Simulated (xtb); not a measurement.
A run for xtb: GFN1-xTB on BH4NO2 (SMILES NB(O)O), a point of a torsion scan.

```
$ xtb mol.xyz --gfn 1 --sp --chrg 0 --uhf 0
8

N      1.15916264    -0.15229780     0.20171167
B     -0.21620779     0.11314590     0.05773968
O     -1.13382628    -0.87382955    -0.22440623
O     -0.63361549     1.40763169     0.12913545
H      1.80629333     0.57767534     0.43208335
H      1.55898488    -1.07139262     0.22964289
H     -0.78316025    -1.63342854    -0.68200498
H     -1.57718066     1.49284256    -0.00082632
```

Program output:

```
[...]
           -------------------------------------------------
          |                Calculation Setup                |
           -------------------------------------------------



           -------------------------------------------------
          |                 G F N 1 - x T B                 |
           -------------------------------------------------

        Reference                      10.1021/acs.jctc.7b00118
      * Hamiltonian:
        H0-scaling (s, p, d)           1.850000    2.250000    2.000000
        zeta-weighting                 0.000000
      * Dispersion:
        s8                             2.400000
        a1                             0.630000
        a2                             5.000000
        s9                             0.000000
      * Repulsion:
        kExp                           1.500000
        rExp                           1.000000
      * Coulomb:
        alpha                          2.000000
        third order                    atomic
        anisotropic                    false
      * Halogen bond correction:
        rad-scale                      1.300000
        damping                        0.440000


          ...................................................
          :                      SETUP                      :
          :.................................................:
          :  # basis functions                  24          :
          :  # atomic orbitals                  24          :
          :  # shells                           16          :
          :  # electrons                        24          :
          :  # halogen bonds                     0          :
          :  max. iterations                   250          :
          :  Hamiltonian                  GFN1-xTB          :
          :  restarted?                      false          :
          :  GBSA solvation                  false          :
          :  PC potential                    false          :
          :  electronic temp.          300.0000000     K    :
          :  accuracy                    1.0000000          :
          :  -> integral cutoff          0.2500000E+02      :
          :  -> integral neglect         0.1000000E-07      :
          :  -> SCF convergence          0.1000000E-05 Eh   :
          :  -> wf. convergence          0.2000000E-04 e    :
          :  Broyden damping             0.4000000          :
          :  net charge                          0          :
          :  unpaired electrons                  0          :
          ...................................................

 iter      E             dE          RMSdq      gap      omega  full diag
   1    -16.3470672 -0.163471E+02  0.794E+00    7.59       0.0  T
   2    -16.4343883 -0.873211E-01  0.440E+00    7.81       1.0  T
   3    -16.4348245 -0.436211E-03  0.135E+00    7.66       1.0  T
   4    -16.4356436 -0.819113E-03  0.237E-01    7.88       1.0  T
   5    -16.4357438 -0.100186E-03  0.209E-01    7.68       1.0  T
   6    -16.4360885 -0.344649E-03  0.386E-02    7.79       1.0  T
   7    -16.4361006 -0.121273E-04  0.144E-03    7.78      24.5  T
   8    -16.4361006 -0.120682E-07  0.446E-04    7.78      79.2  T
   9    -16.4361006 -0.162884E-08  0.208E-04    7.78     169.7  T
  10    -16.4361006 -0.284192E-09  0.789E-05    7.78     448.0  T
  11    -16.4361006 -0.475282E-10  0.873E-07    7.78   40521.6  T

   *** convergence criteria satisfied after 11 iterations ***

         #    Occupation            Energy/Eh            Energy/eV
      -------------------------------------------------------------
         1        2.0000           -0.7602672             -20.6879
       ...           ...                  ...                  ...
         6        2.0000           -0.5638053             -15.3419
         7        2.0000           -0.5467443             -14.8777
         8        2.0000           -0.5347497             -14.5513
         9        2.0000           -0.5170975             -14.0709
        10        2.0000           -0.4942138             -13.4482
        11        2.0000           -0.4854349             -13.2094
        12        2.0000           -0.4092770             -11.1370 (HOMO)
        13                         -0.1234797              -3.3601 (LUMO)
        14                         -0.1159908              -3.1563
        15                         -0.0956710              -2.6033
        16                         -0.0878275              -2.3899
        17                         -0.0412720              -1.1231
       ...                                ...                  ...
        24                          0.6862038              18.6726
      -------------------------------------------------------------
                  HL-Gap            0.2857972 Eh            7.7769 eV
             Fermi-level           -0.2663783 Eh           -7.2485 eV

 SCC (total)                   0 d,  0 h,  0 min,  0.009 sec
 SCC setup                      ...        0 min,  0.000 sec (  1.189%)
 Dispersion                     ...        0 min,  0.000 sec (  0.493%)
 classical contributions        ...        0 min,  0.000 sec (  0.248%)
 integral evaluation            ...        0 min,  0.002 sec ( 20.405%)
 iterations                     ...        0 min,  0.003 sec ( 29.660%)
 molecular gradient             ...        0 min,  0.004 sec ( 45.331%)
 printout                       ...        0 min,  0.000 sec (  2.397%)

         :::::::::::::::::::::::::::::::::::::::::::::::::::::
         ::                     SUMMARY                     ::
         :::::::::::::::::::::::::::::::::::::::::::::::::::::
         :: total energy             -16.297824269353 Eh    ::
         :: gradient norm              0.017986633792 Eh/a0 ::
         :: HOMO-LUMO gap              7.776938628443 eV    ::
         ::.................................................::
         :: SCC energy               -16.436100608149 Eh    ::
         :: -> electrostatic           0.104616027785 Eh    ::
         :: repulsion energy           0.139898254577 Eh    ::
         :: dispersion energy         -0.001621915781 Eh    ::
         :: halogen bond corr.         0.000000000000 Eh    ::
         :: add. restraining           0.000000000000 Eh    ::
         :: total charge              -0.000000000000 e     ::
         :::::::::::::::::::::::::::::::::::::::::::::::::::::

           -------------------------------------------------
          |                Property Printout                |
           -------------------------------------------------

    * Orbital Energies and Occupations

         #    Occupation            Energy/Eh            Energy/eV
      -------------------------------------------------------------
         1        2.0000           -0.7602672             -20.6879
         2        2.0000           -0.7557600             -20.5653
         3        2.0000           -0.7430522             -20.2195
         4        2.0000           -0.6306376             -17.1605
         5        2.0000           -0.6080424             -16.5457
         6        2.0000           -0.5638053             -15.3419
         7        2.0000           -0.5467443             -14.8777
         8        2.0000           -0.5347497             -14.5513
         9        2.0000           -0.5170975             -14.0709
        10        2.0000           -0.4942138             -13.4482
        11        2.0000           -0.4854349             -13.2094
        12        2.0000           -0.4092770             -11.1370 (HOMO)
        13                         -0.1234797              -3.3601 (LUMO)
        14                         -0.1159908              -3.1563
        15                         -0.0956710              -2.6033
Note: The following floating-point exceptions are signalling: IEEE_DENORMAL
normal termination of xtb
        16                         -0.0878275              -2.3899
        17                         -0.0412720              -1.1231
        18                          0.2519343               6.8555
        19                          0.2791073               7.5949
        20                          0.3699567              10.0670
        21                          0.4011681              10.9163
        22                          0.4936775              13.4336
        23                          0.6304661              17.1559
        24                          0.6862038              18.6726
      -------------------------------------------------------------
                  HL-Gap            0.2857972 Eh            7.7769 eV
             Fermi-level           -0.2663783 Eh           -7.2485 eV

  Mulliken/CM5 charges         n(s)   n(p)   n(d)
     1N    -0.53010 -0.91953   1.420  4.110  0.000
     2B     0.62157  0.51750   0.744  1.634  0.000
     3O    -0.60868 -0.75373   1.674  4.935  0.000
     4O    -0.58519 -0.72475   1.676  4.909  0.000
     5H     0.21335  0.41419   0.787  0.000  0.000
     6H     0.19723  0.39629   0.803  0.000  0.000
     7H     0.34180  0.53021   0.658  0.000  0.000
     8H     0.35002  0.53982   0.650  0.000  0.000

Wiberg/Mayer (AO) data.
largest (>0.10) Wiberg bond orders for each atom

 ---------------------------------------------------------------------------
     #   Z sym  total        # sym  WBO       # sym  WBO       # sym  WBO
 ---------------------------------------------------------------------------
     1   7 N    3.134 --     2 B    1.166     6 H    0.940     5 H    0.932
     2   5 B    3.304 --     1 N    1.166     4 O    1.084     3 O    1.028
     3   8 O    1.999 --     2 B    1.028     7 H    0.872
     4   8 O    2.044 --     2 B    1.084     8 H    0.867
     5   1 H    0.957 --     1 N    0.932
     6   1 H    0.963 --     1 N    0.940
     7   1 H    0.892 --     3 O    0.872
     8   1 H    0.889 --     4 O    0.867
 ---------------------------------------------------------------------------

Topologies differ in total number of bonds
Writing topology from bond orders to xtbtopo.mol

 dipole moment from electron density (au)
     X       Y       Z
   0.4292  -0.7883  -0.2754  total (Debye):    2.386


           -------------------------------------------------
          | TOTAL ENERGY              -16.297824269353 Eh   |
          | GRADIENT NORM               0.017986633792 Eh/α |
          | HOMO-LUMO GAP               7.776938628443 eV   |
           -------------------------------------------------

------------------------------------------------------------------------
------------------------------------------------------------------------
 total:
 SCF:
```

The run finished.

Cost: very roughly 0.04 core-seconds.
